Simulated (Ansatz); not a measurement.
CHGeNO, SMILES `[C-]#[N+][Ge][OH]` (lower singlet) (charge 0, multiplicity 1). This singlet lies 2.82 eV below the relaxed triplet at the level frozen-core CCSD(T)/cc-pVTZ // B3LYP-D3(BJ)/def2-TZVP (Ansatz, a quantum-chemistry and plane-wave program).

All values below come from PBE0/cc-pVTZ // B3LYP-D3(BJ)/def2-TZVP (Ansatz).

Ansatz 0.2 input:
```yaml
crystal:
  periodic: [false, false, false]
  atoms:
    - { symbol: C, position_ang: [2.200089, -0.268676, -0.316632] }
    - { symbol: N, position_ang: [1.11534, 0.170825, -0.209634] }
    - { symbol: Ge, position_ang: [-0.478859, 1.236445, -0.054516] }
    - { symbol: O, position_ang: [-1.615524, -0.128902, 0.060534] }
    - { symbol: H, position_ang: [-1.221047, -1.009691, 0.023809] }
basis:
  gaussian: { orbitals: cc-pVTZ }
hamiltonian:
  xc: pbe0
```

Output:

```
Functional definition: PBE0
992 factors; their error is unknown
mean field evaluation 1: about -61089.8265 eV, gradient 7.0e1 eV
mean field evaluation 2: about -61058.7983 eV, gradient 1.4e2 eV
mean field evaluation 4: about -61098.1232 eV, gradient 9.6e0 eV
mean field evaluation 8: about -61098.3020 eV, gradient 4.2e-2 eV
mean field -61098.50595178 eV, -2245.3286796732 hartree, gradient 6.8e-5 eV, S^2 0.000000; 0 other end points of the search recorded, 0 dependent functions left out
reference -61098.50597826 eV, -2245.3286806462 hartree; 27, 27 occupied and 120, 120 virtual orbitals, 992 factors
Total energy: -61098.50597826 eV, -2245.3286806462 hartree
```
